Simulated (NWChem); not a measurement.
System: Si2H4F2; SMILES F[SiH](F)[SiH3]

NWChem printed, in part:

```
             Northwest Computational Chemistry Package (NWChem) 7.3.0
             --------------------------------------------------------

 CS  symmetry detected

                             Geometry "geometry" -> ""
                             -------------------------

 Output coordinates in angstroms (scale by  1.889725989 to convert to a.u.)

  No.       Tag          Charge          X              Y              Z
 ---- ---------------- ---------- -------------- -------------- --------------
    1 Si                  14.0000    -0.10400722     1.73878379     0.00000000
    2 Si                  14.0000     0.39340841    -0.55490016     0.00000000
    3 F                    9.0000    -0.29287875    -1.24085394     1.31599272
    4 F                    9.0000    -0.29287875    -1.24085394    -1.31599272
    5 H                    1.0000    -1.59542306     1.92467588     0.00000000
    6 H                    1.0000     0.48456292     2.38057920     1.22647743
    7 H                    1.0000     0.48456292     2.38057920    -1.22647743
    8 H                    1.0000     1.84649800    -0.92483416     0.00000000

 Effective nuclear repulsion energy (a.u.)     223.9544103036

      Symmetry information
      --------------------

 Group name             Cs
 Group number              2
 Group order               2
 No. of unique centers     6

  pbe96 is a nonlocal functional; adding pw91lda local functional.

                                 NWChem DFT Module
                                 -----------------

 Summary of "ao basis" -> "ao basis" (spherical)
 ------------------------------------------------------------------------------
       Tag                 Description            Shells   Functions and Types
 ---------------- ------------------------------  ------  ---------------------
 Si                         def2-svp                 8       18   4s3p1d
 F                          def2-svp                 6       14   3s2p1d
 H                          def2-svp                 3        5   2s1p

      Symmetry analysis of basis
      --------------------------

        a'         53
        a"         31

            General Information
            -------------------
          SCF calculation type: DFT
          Wavefunction type:  closed shell.
          No. of atoms     :     8
          No. of electrons :    50
           Alpha electrons :    25
            Beta electrons :    25
          Charge           :     0
          Spin multiplicity:     1
          Use of symmetry is: on ; symmetry adaption is: on
          Maximum number of iterations: 150
          AO basis - number of functions:    84
                     number of shells:    40
          Convergence on energy requested:  1.00D-06
          Convergence on density requested:  1.00D-05
          Convergence on gradient requested:  5.00D-04

              XC Information
              --------------
          PerdewBurkeErnzerhof Exchange Functional  1.000
            Perdew 1991 LDA Correlation Functional  1.000 local
           PerdewBurkeErnz. Correlation Functional  1.000 non-local

             Grid Information
             ----------------
          Grid used for XC integration:  medium
          Radial quadrature: Mura-Knowles
          Angular quadrature: Lebedev.
          Tag              B.-S. Rad. Rad. Pts. Rad. Cut. Ang. Pts.
          ---              ---------- --------- --------- ---------
          Si                  1.10       88          10.0       590
          F                   0.50       49          11.0       434
          H                   0.35       45          11.0       434
          Grid pruning is: on
          Number of quadrature shells:   360
          Spatial weights used:  Erf1

      Superposition of Atomic Density Guess
      -------------------------------------

 Sum of atomic energies:        -778.05922744

      Non-variational initial energy
      ------------------------------

 Total energy =    -778.755710
 1-e energy   =   -1527.295498
 2-e energy   =     524.585378
 HOMO         =      -0.319727
 LUMO         =       0.046914

      Symmetry analysis of molecular orbitals - initial
      -------------------------------------------------

  Numbering of irreducible representations:

     1 a'          2 a"

  Orbital symmetries:

     1 a'          2 a'          3 a'          4 a"          5 a'
     6 a'          7 a'          8 a"          9 a'         10 a"
    11 a'         12 a'         13 a'         14 a"         15 a'
    16 a'         17 a"         18 a'         19 a'         20 a"
    21 a"         22 a'         23 a"         24 a'         25 a'
    26 a"         27 a'         28 a'         29 a'         30 a"
    31 a'         32 a'         33 a'         34 a'         35 a'

     ---------------------------------------------
      Total Density - Mulliken Population Analysis
     ---------------------------------------------

    Atom       Charge   Shell Charges
 -----------   ------   -------------------------------------------------------
    1 Si  14    13.86   2.00  1.99  1.03  0.31  5.94  1.16  1.34  0.09
    2 Si  14    12.71   2.00  1.99  0.92  0.23  5.93  0.83  0.57  0.23
    3 F    9     9.59   1.99  1.15  0.78  3.52  2.15  0.00
    4 F    9     9.59   1.99  1.15  0.78  3.52  2.15  0.00
    5 H    1     1.06   0.68  0.36  0.01
    6 H    1     1.05   0.68  0.36  0.01
    7 H    1     1.05   0.68  0.36  0.01
    8 H    1     1.11   0.70  0.40  0.01

   convergence    iter        energy       DeltaE   RMS-Dens  Diis-err
 ---------------- ----- ----------------- --------- --------- ---------
 d= 0,ls=0.0,diis     1   -780.2335835485 -1.00D+03  2.44D-02  8.77D-01
 d= 0,ls=0.0,diis     2   -779.9561486752  2.77D-01  1.47D-02  4.17D+00
 d= 0,ls=0.0,diis     3   -780.3368085828 -3.81D-01  1.98D-03  1.92D-02
 d= 0,ls=0.0,diis     4   -780.3382406341 -1.43D-03  8.62D-04  3.45D-03
 d= 0,ls=0.0,diis     5   -780.3387188779 -4.78D-04  1.73D-04  1.27D-04
  Resetting Diis
 d= 0,ls=0.0,diis     6   -780.3387466976 -2.78D-05  2.21D-05  2.85D-06
 d= 0,ls=0.0,diis     7   -780.3387472850 -5.87D-07  7.00D-06  8.20D-08

         Total DFT energy =     -780.338747285034
      One electron energy =    -1529.307926791073
           Coulomb energy =      588.762489621023
    Exchange-Corr. energy =      -63.747720418541
 Nuclear repulsion energy =      223.954410303557

 Numeric. integr. density =       49.999989277394

                  Occupations of the irreducible representations
                  ----------------------------------------------

                     irrep           alpha         beta
                     --------     --------     --------
                     a'               17.0         17.0
                     a"                8.0          8.0

                       DFT Final Molecular Orbital Analysis
                       ------------------------------------

 Vector   23  Occ=2.000000D+00  E=-3.245001D-01  Symmetry=a'
              MO Center= -5.4D-01,  1.8D+00, -8.4D-13, r^2= 2.6D+00
   Bfn.  Coefficient  Atom+Function         Bfn.  Coefficient  Atom+Function
  ----- ------------  ---------------      ----- ------------  ---------------
    65      0.362351  5 H  s                  8     -0.288068  1 Si px
    11     -0.224960  1 Si px                70     -0.190968  6 H  s
    75     -0.190968  7 H  s                 66      0.180890  5 H  s
     5      0.164419  1 Si px                71     -0.094739  6 H  s
    76     -0.094739  7 H  s                  9     -0.079714  1 Si py

 Vector   24  Occ=2.000000D+00  E=-3.240132D-01  Symmetry=a"
              MO Center=  2.6D-01,  2.0D+00,  8.1D-13, r^2= 2.8D+00
   Bfn.  Coefficient  Atom+Function         Bfn.  Coefficient  Atom+Function
  ----- ------------  ---------------      ----- ------------  ---------------
    70      0.317250  6 H  s                 75     -0.317250  7 H  s
    10      0.296602  1 Si pz                13      0.215661  1 Si pz
     7     -0.168111  1 Si pz                71      0.167035  6 H  s
    76     -0.167035  7 H  s                 41      0.111067  3 F  py
    55     -0.111067  4 F  py                44     -0.079913  3 F  py

 Vector   25  Occ=2.000000D+00  E=-2.687892D-01  Symmetry=a'
              MO Center=  3.0D-01,  2.8D-01,  2.9D-14, r^2= 3.7D+00
   Bfn.  Coefficient  Atom+Function         Bfn.  Coefficient  Atom+Function
  ----- ------------  ---------------      ----- ------------  ---------------
     9      0.283112  1 Si py                12      0.262612  1 Si py
    80      0.247424  8 H  s                 27     -0.232097  2 Si py
    81      0.226477  8 H  s                 41     -0.198966  3 F  py
    55     -0.198966  4 F  py                 6     -0.149133  1 Si py
    44      0.141397  3 F  py                58      0.141397  4 F  py

 Vector   26  Occ=0.000000D+00  E=-4.003227D-02  Symmetry=a"
              MO Center=  2.6D-01,  5.2D-01,  7.2D-15, r^2= 3.9D+00
   Bfn.  Coefficient  Atom+Function         Bfn.  Coefficient  Atom+Function
  ----- ------------  ---------------      ----- ------------  ---------------
    13      0.649335  1 Si pz                31      0.596494  2 Si pz
    71     -0.506097  6 H  s                 76      0.506097  7 H  s
    28      0.241312  2 Si pz                39     -0.212165  3 F  s
    53      0.212165  4 F  s                 70     -0.168023  6 H  s
    75      0.168023  7 H  s                 15     -0.156713  1 Si d -1

[...]
```

Level: PBE/def2-SVP. Structure relaxed at the PBE-D3(BJ)/def2-SVP level.

Question: Which NWChem input produces such a log?

Answer: This is not unique; one that fits is the input that was run:
```
start job
memory heap 200 mb stack 900 mb global 1100 mb
geometry units angstroms noautoz
  Si     0.000709     1.731048    -0.102714
  Si     0.000289    -0.568390     0.367385
  F      1.317029    -1.246079    -0.325636
  F     -1.314955    -1.246186    -0.328388
  H      0.003711     1.934666    -1.591811
  H      1.225846     2.366063     0.495928
  H     -1.227105     2.365532     0.490966
  H     -0.001212    -0.955581     1.815971
end
basis spherical
  * library def2-svp
end
dft
  xc xpbe96 cpbe96
  iterations 150
  mulliken
end
task dft energy
```
